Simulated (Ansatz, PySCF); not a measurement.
Molecule: BiBr2 (charge -1, singlet). 
Coordinates optimised at B3LYP-D3(BJ)/def2-TZVP (Ansatz, a first-principles code):
```
Bi
Br 1 2.7417
Br 1 2.7417 2 101.76
```
Charge -1, spin multiplicity 1.

Total electronic energies in hartree. Correlated levels leave the core frozen unless marked. No spin-orbit coupling. Frozen are the shells of the preceding noble gas and the d and f shells that filled before the atom's block. Past Kr the def2 sets carry scalar-relativistic core potentials. CBS marks a two-point X^-3 extrapolation of the correlation energy; Hartree-Fock from the larger set. [CCSD(T)-MP2]/basis is that difference in the basis named.

The Hartree-Fock reference is unstable (checked in the largest basis), which strains HF and MP2. 

```csv
level,program,energy (Eh)
HF/def2-QZVPP,Ansatz,-5358.64044
RI-HF/def2-TZVPP,Ansatz,-5358.53794
PBE-D3(BJ)/def2-TZVPD,Ansatz + dftd3,-5362.36892
revPBE/def2-TZVPD,Ansatz,-5362.74231
BP86/def2-TZVPD,PySCF,-5363.81864
r2SCAN-D3(BJ)/def2-TZVPD,Ansatz + dftd3,-5363.17944
B97M-V/def2-TZVPD,Ansatz,-5362.17399
PBE0/def2-SVP,Ansatz,-5361.87018
PBE0/def2-TZVPD,Ansatz,-5362.51534
r2SCAN0-D4/def2-TZVPD,Ansatz + dftd4,-5363.11933
M06-2X/def2-TZVPD,PySCF,-5363.05443
MN15-D3(BJ)/def2-TZVPD,PySCF + dftd3,-5363.34841
HSE06-D3(BJ)/def2-TZVPD,Ansatz + dftd3,-5362.52733
HSE06-D4/def2-TZVPD,Ansatz + dftd4,-5362.52730
CAM-B3LYP/def2-TZVPD,Ansatz,-5363.33502
LC-wPBE/def2-TZVPD,Ansatz,-5362.42338
B2PLYP-D3(BJ)/def2-TZVPD,Ansatz + dftd3,-5361.95104
B2PLYP-D4/def2-TZVPD,Ansatz + dftd4,-5361.94909
RPA@PBE/def2-QZVPP,Ansatz,-5359.38599
MP2/def2-SVPD,Ansatz,-5358.24165
CCSD/def2-SVP,Ansatz,-5358.23134
CCSD(T)/def2-TZVPP,Ansatz,-5359.01607
"RI-MP2/CBS(def2-TZVPPD,def2-QZVPPD)+[CCSD(T)-MP2]/def2-TZVPPD",Ansatz,-5359.2040
```

Totals of different functionals don't rank their quality; only differences between species are comparable.
